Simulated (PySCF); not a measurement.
# Frontier levels across methods

Species: C6H11NO.
Structure used (PBE0-D3(BJ)/def2-SVP), in Å, numbered top down from 1:
```
atom  x, y, z in Å
C1     3.4851    0.4712   -0.8146
C2     2.3448   -0.1802   -0.0624
O3     2.5623   -1.0043    0.8113
C4     0.9965    0.2347   -0.4533
C5    -0.0637   -0.3393    0.1795
N6    -1.3763   -0.0869    0.0087
C7    -1.8081    0.8871   -0.9581
C8    -2.3792   -0.9213    0.6188
H9     3.4049    0.2581   -1.8927
H10    4.4412    0.0916   -0.4340
H11    3.4475    1.5662   -0.6987
H12    0.8769    0.9776   -1.2443
H13    0.1812   -1.0981    0.9320
H14   -1.2083    1.8058   -0.8680
H15   -1.7126    0.5174   -1.9961
H16   -2.8606    1.1454   -0.7776
H17   -3.1503   -0.3107    1.1175
H18   -1.9112   -1.5669    1.3733
H19   -2.8840   -1.5704   -0.1204
```

Basis pcSseg-1 throughout (PySCF), one geometry. The structure is a single PBE0-D3(BJ)/def2-SVP conformer in the gas phase; no vibrational or solvent corrections.

How do the orbital energies, the gap and the dipole change with the method?

```tsv
method	kind	HOMO (eV)	LUMO (eV)	gap (eV)	μ (D)	SCF cycles
BLYP	GGA	-4.75	-1.25	3.51	5.17	19
OPBE	GGA	-4.83	-1.30	3.52	5.17	18
PBE	GGA	-4.88	-1.39	3.49	5.20	19
B97-D	GGA	-4.88	-1.32	3.57	5.21	18
KT3	GGA	-4.97	-1.36	3.61	5.09	18
KT2	GGA	-4.98	-1.38	3.59	5.15	19
B3LYP	global hybrid	-5.77	-0.68	5.09	5.15	15
PBE0	global hybrid	-5.97	-0.48	5.49	5.16	15
mPW1PW91	global hybrid	-6.00	-0.50	5.50	5.17	15
CAM-B3LYP	range-separated hybrid	-7.18	0.65	7.83	5.06	15
```

The HOMO spans 2.42 eV, from BLYP down to CAM-B3LYP, and the gap runs from 3.49 eV (PBE) to 7.83 eV (CAM-B3LYP). Over the methods BLYP (0 %), OPBE (0 %), PBE (0 %), B97-D (0 %), KT3 (0 %), KT2 (0 %), B3LYP (20 %), PBE0 (25 %), mPW1PW91 (25 %), a straight line through the gap against the share of exact exchange rises by 0.78 eV for each 10 % (correlation coefficient 0.999). The dipole ranges from 5.06 D (CAM-B3LYP) to 5.21 D (B97-D). This basis has no diffuse functions.

The vertical ΔSCF ionisation energy at wB97X-D/def2-SVPD is 7.82 eV; −ε(HOMO) comes closest to it with CAM-B3LYP (7.18 eV).
